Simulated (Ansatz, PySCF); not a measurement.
NbO₃, SMILES [O]1[Nb](=[O])[O]1 (connectivity only; charge and spin as stated), neutral, multiplicity 2. Atoms are numbered in the order given.

```xyz
4

Nb    -0.0174    -0.2257     0.5615
O     -0.1599    -1.6598    -0.3418
O      0.5609     1.4015    -0.2815
O     -0.8587     1.3926    -0.0434
```
Charge 0, spin multiplicity 2.

Coordinates come from a PBE0-D3(BJ)/def2-TZVP optimisation. The spin state was assumed, not searched. The def2 effective core potentials stand for the cores of Nb; spin–orbit coupling is left out.

Two levels are set side by side: PBE-D3(BJ)/def2-TZVP (Ansatz, an electronic-structure program) and PBE0-D3(BJ)/def2-TZVP (Ansatz). Each level has its own optimised geometry; the coordinates shown are those of the second. Frequencies come from the Hessian of PySCF at each geometry. Differences are taken from unrounded values.

| quantity | PBE0-D3(BJ) | PBE-D3(BJ) | PBE-D3(BJ) minus PBE0-D3(BJ) |
|---|---|---|---|
| mean bond length (Å) | 1.746 | 1.759 | 0.013 |
| bond Nb1–O2 (Å) | 1.701 | 1.713 | 0.012 |
| bond Nb1–O3 (Å) | 1.922 | 1.934 | 0.013 |
| bond Nb1–O4 (Å) | 1.922 | 1.934 | 0.013 |
| bond O3–O4 (Å) | 1.439 | 1.455 | 0.016 |
| highest harmonic wavenumber (cm⁻¹) | 1011 | 973 | -37 |
| mean harmonic wavenumber (cm⁻¹) | 603 | 595 | -8 |
| zero-point energy (kcal/mol) | 5.17 | 5.10 | -0.07 |

GGA bonds tend to be longer and softer than those of functionals with exact exchange. Differences between two approximate levels are no errors against the true value.
